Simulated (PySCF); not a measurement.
B(CCH)3 (C6H3B), SMILES C(B(C#C)C#C)#C. Heavy atoms are numbered as in [B:1]([C:2]#[CH:3])([C:5]#[CH:6])[C:8]#[CH:9]. Hydrogens are named by the atom that carries them.

Geometry: PBE0-D3(BJ)/def2-SVP.

Calculation: PySCF with KT2/pcSseg-1.

GIAO shieldings, no solvent; atoms alike by connectivity are averaged. δ = σ(ref) − σ: ¹¹B against BF3 (σ = 89.8 ppm); ¹³C against TMS (σ = 185.1 ppm); ¹H against TMS (σ = 31.47 ppm), references at their B3LYP-D3(BJ)/def2-TZVP geometries, non-relativistic.

**Question.** Estimate the chemical shifts. (An estimate is asked for; the answer gives what the named calculation found.)

**Answer.** 
```json
[
 {"nucleus": "¹¹B", "atoms": "B1", "count": "1", "δ (ppm)": "11.9"},
 {"nucleus": "¹³C", "atoms": "C3 (CH)", "count": "3", "δ (ppm)": "108.9"},
 {"nucleus": "¹³C", "atoms": "C2", "count": "3", "δ (ppm)": "96.9"},
 {"nucleus": "¹H", "atoms": "H on C3", "count": "3", "δ (ppm)": "4.36"}
]
```
